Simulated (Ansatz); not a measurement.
Input file for Ansatz (a program for electronic structure): U-PBE/cc-pVTZ on FGeHO (SMILES [OH][Ge][F]), a point of a bond scan (R = 3.087 Å).

Ansatz 0.2 input:
```yaml
crystal:
  periodic: [false, false, false]
  atoms:
    - {symbol: Ge, position_ang: [0.10773481, -0.04926187, 0.40773364]}
    - {symbol: F, position_ang: [0.24737472, 1.37145337, -0.62469851]}
    - {symbol: O, position_ang: [-0.60849455, -1.09652179, -0.85745356]}
    - {symbol: H, position_ang: [-1.24028815, -3.97013603, 0.07660129]}
basis:
  gaussian:
    orbitals: cc-pVTZ
hamiltonian:
  xc: {name: PBE}
magnetization: {spin_polarized: true, initial_magnetization: 0}
```

### Question
Predict the final total energy.

### Answer
-2252.1796 hartree. Its determinant has ⟨S²⟩ = 0.98, a mixture of spin states.

### Question
How many basis functions does it have, and what does it roughly cost on one machine?

### Answer
117 functions; around 25 core-seconds (rough).
